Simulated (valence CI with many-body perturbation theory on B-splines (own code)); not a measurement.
Values are calculated unless marked as measured or tabulated.
Sn XII: what each term of the Hamiltonian does

Level of theory: configuration interaction combined with many-body perturbation theory (CI+MBPT): three valence electrons over a frozen Dirac-Fock core [Kr], a basis of 9 s, 9 p, 10 d, 8 f, 5 g, 3 h, 1 i functions for each j, with the one-electron correlation potential Σ1 (screened to all orders), the two-electron term Σ2, the three-electron term Σ3, Breit, model QED; selected single and double excitations, second order for the rest, scaled by the run's own slope (own B-spline code, finite nucleus).

No measured spectrum was set against this ion. As an estimate, terms of the open shell hold to 2 to 4 % of their energy, and close levels can change places. Core correlation moves these levels by up to 3000 cm⁻¹, and in measured spectra 5 to 20 % of such shifts remained as error; rates that hang on mixing are uncertain with them. The list stops below the first excitations out of the core. Only levels of the ground parity were solved; by the run's estimate the other parity begins above the list, which can be wrong where configurations are misplaced.

Each rung adds one term. CI alone is the Dirac-Coulomb CI over the frozen core; QED comes last and gives the full result, which names the levels. Energies are above 4d³ ⁴F_3/2 on the same rung, in cm⁻¹.

Names give the largest LS component (configuration and term), which can be under half, so a name can repeat, a term be missing and a line seem to break the LS rules; names also repeat where a configuration has a term twice. Letters in brackets count levels of one name in rising energy.

| Level | CI alone | Σ1 | Σ2 | Σ3 | Breit | QED | Full |
| --- | --- | --- | --- | --- | --- | --- | --- |
| 4d³ ⁴F_5/2 | 5665 | +180 | +80 | +41 | -255 | +23 | 5734 |
| 4d³ ⁴F_7/2 | 11383 | +315 | +82 | +32 | -464 | +39 | 11388 |
| 4d³ ⁴F_9/2 | 16512 | +392 | -74 | -38 | -583 | +46 | 16256 |
| 4d³ ⁴P_3/2 | 22553 | +106 | -344 | -105 | -104 | +10 | 22117 |
| 4d³ ⁴P_1/2 | 24724 | +190 | -541 | -104 | -225 | +21 | 24065 |
| 4d³ ²G_7/2 | 31463 | +378 | -1277 | -461 | -455 | +39 | 29686 |
| 4d³ ²H_9/2 | 33039 | +389 | -2049 | -266 | -491 | +38 | 30660 |
| 4d³ ⁴P_5/2 | 32665 | +391 | -372 | -226 | -503 | +47 | 32003 |
| 4d³ ²D_3/2 [a] | 37176 | +418 | +284 | -427 | -479 | +47 | 37019 |
| 4d³ ²P_1/2 | 39215 | +461 | +103 | +159 | -535 | +52 | 39454 |
| 4d³ ²H_11/2 | 45023 | +555 | -2954 | -247 | -709 | +55 | 41723 |
| 4d³ ²G_9/2 | 47419 | +708 | -1791 | -364 | -895 | +79 | 45157 |
| 4d³ ²D_5/2 [a] | 46581 | +547 | +134 | -827 | -651 | +60 | 45845 |
| 4d³ ²P_3/2 | 51589 | +721 | +826 | -141 | -884 | +86 | 52195 |
| 4d³ ²F_7/2 | 60808 | +517 | -2781 | -689 | -573 | +49 | 57332 |
| 4d³ ²F_5/2 | 61055 | +467 | -2756 | -737 | -439 | +43 | 57634 |
| 4d³ ²D_3/2 [b] | 90083 | +613 | -682 | -1293 | -569 | +58 | 88210 |
| 4d³ ²D_5/2 [b] | 89293 | +642 | +113 | -1172 | -666 | +66 | 88276 |

The middle columns are the shifts that each term adds.

Task: How does the ionisation energy move along the ladder, and which term matters most?

Result: CI alone 229.96, + Σ1 231.99, + Σ2 233.19, + Σ3 233.19, + Breit 233.15, + QED 233.17 eV. The largest step is Σ1, 2.03 eV. NIST lists 232 ± 2.5 eV (theoretical).
